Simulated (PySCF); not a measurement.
Radial density of As (arsenic, neutral)

UHF, [Ar] 3d10 4s1 4p4, 4s spin antiparallel (an excited configuration). Calculation: PySCF 2.14, in x2c-TZVPPall; scalar relativity by spin-free X2C-1e.

```
r (bohr)  4πr²ρ (e/bohr)  4πr²(ρα − ρβ)
0.000678          0.2388        -0.0002
 0.00114          0.5912        -0.0004
 0.00192           1.457        -0.0009
 0.00323           3.494        -0.0022
 0.00543           7.916        -0.0049
 0.00913           16.37        -0.0098
  0.0154           29.02        -0.0156
  0.0258           39.73        -0.0144
  0.0435           37.93         0.0079
  0.0731           33.21         0.0318
   0.123           45.97        -0.0026
   0.207           37.12        -0.0094
   0.348           25.33         0.0103
   0.585           28.80         0.0099
   0.984           8.840        -0.1002
    1.66           2.786         0.0536
    2.78           1.525         0.4706
    4.68          0.2369         0.1338
    7.88        0.001539         0.0010
```

Densities and radii are taken from the X2C orbitals without a picture-change correction, which distorts them close to the nucleus.

With the s spin flipped the determinant is a mixture of two multiplicities, not a spectroscopic state.
